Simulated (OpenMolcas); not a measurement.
# Mn5+: Racah parameters, the spin-orbit constant, worked from levels

```yaml
Program: OpenMolcas 26.06
Basis: ANO-RCC-VTZP [6s5p3d2f1g]
Scalar_Hamiltonian: DKH2, point nucleus
Active_space: 2 electrons in 5 orbitals (3d)
State_averaging: 2S+1 = 3 even, 10 roots; 2S+1 = 1 even, 15 roots kept (CI in the orbitals of an earlier block)
Spin-orbit_coupling: state interaction with AMFI integrals over the reference wave functions, term energies averaged over their components
```

Methods: CASSCF; SS-CASPT2, IPEA 0.25 Eh, imaginary shift 0.1 Eh (closed shells correlated: 3s 3p). Measured levels: Corliss and Sugar, J. Phys. Chem. Ref. Data 6, 1253 (1977).

**Racah parameters.** Above 3F, d2 has 3P at 15B, 1G at 12B + 2C and 1D at 5B + 2C. The first two fix B and C, and the third tests them; where it misses by thousands of cm-1, two parameters do not describe the configuration (Trees and configuration-interaction terms are left out) and B and C hang on the terms chosen. Term energies are centres of gravity, weighted by 2J + 1.

```json
{"Source": "CASSCF", "3P": "21485", "1G": "27966", "B": "1432", "C": "5389", "C/B": "3.76", "1D from B, C": "17938", "1D found": "17869"}
{"Source": "SS-CASPT2", "3P": "18156", "1G": "25111", "B": "1210", "C": "5293", "C/B": "4.37", "1D from B, C": "16636", "1D found": "14374"}
{"Source": "measured", "3P": "17380", "1G": "24547", "B": "1159", "C": "5322", "C/B": "4.59", "1D from B, C": "16439", "1D found": "14372"}
```

Energies in cm-1. From CASSCF to SS-CASPT2, B changes by -15.5 % and C by -1.8 %. Against the measured terms, SS-CASPT2 has B off by +4.4 % and C by -0.5 %.

**The spin-orbit constant.** For the Hund term 3F of d2, E(J) = (A/2) J(J+1) + constant and ζ = 2S·A = 2A. From J = 2 to J = 4 the energy changes by 7 A.

| Source | E(4) - E(2) | A | ζ |
| --- | --- | --- | --- |
| CASSCF | 1704.8 | 243.5 | 487 |
| SS-CASPT2 | 1710.5 | 244.4 | 489 |
| measured | 1669.0 | 238.4 | 477 |

All in cm-1. SS-CASPT2 is off by +2.5 % and CASSCF by +2.1 %. Both methods take the spin-orbit matrix elements from the reference wave functions, so the second can move ζ only through the term energies and any multistate remixing. Second-order mixing with other terms is absorbed into this ζ.

CASPT2 does not keep the components of a term degenerate, so their means are used; among the terms shown or strongly mixed into the levels shown the widest spread is 680 cm-1 (3d2 3F, SS-CASPT2). Terms from blocks run as CI alone lack orbitals of their own. Without dynamic correlation excited terms often stand tens of per cent too high (terms of higher spin than the ground term too low), and those without a measured partner can miss by more than the paired ones (holds for CASSCF). Computed and measured levels are paired by configuration, term and J; levels that our copy of the source lacks, or whose pairing is in doubt (as where it misses far off the trend of its configuration), stay unpaired and out of the deviations. Only configurations of the active space appear.
